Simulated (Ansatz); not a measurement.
# Relative stability

The two ends of one reaction step of GeAsH7O, singlet (PBE0-D4/def2-TZVP).

A:

Ge1  (-1.076, 1.205, -0.796)
O2  (0.085, 1.727, 0.455)
H3  (-0.212, 0.956, -2.034)
H4  (-1.790, -0.082, -0.339)
H5  (-2.113, 2.319, -1.038)
H6  (1.369, -0.738, 0.686)
As7  (1.147, -2.091, 0.029)
H8  (-0.344, 1.963, 1.280)
H9  (0.439, -2.642, 1.258)
H10  (2.495, -2.617, 0.498)
(Å)

B:

```
10
angstrom
Ge -1.0122 -0.0963 -0.7191
O 1.3746 1.3998 0.9507
H -0.5104 1.1650 -1.4449
H -2.0623 -0.7660 -1.6266
H -1.7003 0.3334 0.5881
H 0.7758 1.8617 1.5422
As 0.8398 -1.6181 -0.3592
H 1.6037 2.0410 0.2738
H -0.0783 -2.8362 -0.3556
H 0.7697 -1.4842 1.1505
```

Program: Ansatz 0.2.0. Basis: def2-TZVPP. Cores are frozen in the correlated methods. Filled d shells of the heavier atoms are correlated. The def2 sets are not built for correlating such inner shells, so the correlated values are less sure here. B3LYP uses VWN-RPA correlation.

Problem. Which structure is lower at CCSD(T), and by how much? (To be estimated.)

Solution. Computed: B, by 0.213 eV (electronic energy, against the other). By their contacts, A is a complex of GeH₄O ([OH][GeH3]) + AsH₃ and B is a complex of GeAsH₅ ([GeH3][AsH2]) + H₂O.

All methods give the same order:

```tsv
method	E(B) − E(A) (eV)
SPW92	-0.339
PBE-D4	-0.321
BLYP-D4	-0.226
r2SCAN-D4	-0.255
B97M-V	-0.152
PBE0-D4	-0.321
B3LYP-D4	-0.232
r2SCAN0-D4	-0.281
BHLYP-D4	-0.217
CAM-B3LYP-D4	-0.167
wB97X-V	-0.190
wB97M-V	-0.243
B2PLYP	-0.189
PBE-QIDH	-0.269
RPA on PBE	-0.158
HF	-0.059
MP2	-0.236
CCSD	-0.198
CCSD(T)	-0.213
```

The T1 diagnostic stays at or below 0.012.

Labels in which every atom is bracketed show which atoms are joined, not bond orders.

For scale, one of the runs: CCSD(T)/def2-TZVPP, 225 basis functions, launched by `ansatz run in.yaml --threads 8 --pin off --events-out ev --progress --plain --max-ram 19148MiB`. Time: 96 s of wall clock on 8 CPU threads of an Arm Neoverse V1; the host was shared. Peak host memory: 3.8 GiB.
